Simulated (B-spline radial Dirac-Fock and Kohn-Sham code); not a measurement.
Core-level shifts of chromium with charge state

These are calculated numbers from a B-spline atomic structure program; the model is Dirac-Fock energy differences between relaxed states, corrected for Breit and QED terms. Each ion is free and in its tabulated ground configuration. No correlation.

Reference: Cr, [Ar] 3d5 4s1, with 1s 5995.2 eV, 2s 704.2 eV, 2p1/2 589.8 eV. Shifts from it, in eV (a dash: the subshell is empty, belongs to an open shell averaged over j, or its hole state is left out as unreliable):

```
  ion  configuration      1s      2s   2p1/2
  Cr⁺       [Ar] 3d5    +8.5    +8.3    +8.4
 Cr²⁺       [Ar] 3d4   +25.6   +26.2   +26.1
 Cr³⁺       [Ar] 3d3       ?       ?       ?
 Cr⁴⁺       [Ar] 3d2   +69.9   +72.2   +71.9
 Cr⁵⁺       [Ar] 3d1   +96.5   +99.7   +99.3
 Cr⁶⁺   [Ne] 3s2 3p6  +125.8  +129.8  +129.4
 Cr⁷⁺   [Ne] 3s2 3p5  +160.9  +162.1  +161.8
 Cr⁸⁺   [Ne] 3s2 3p4  +198.0  +195.8  +195.9
 Cr⁹⁺   [Ne] 3s2 3p3  +237.0  +231.0       –
Cr¹⁰⁺   [Ne] 3s2 3p2  +277.9  +267.6  +267.9
```

Task: Give the missing shifts for Cr³⁺.

Result: 1s +46.2, 2s +47.6, 2p1/2 +47.4 (eV).
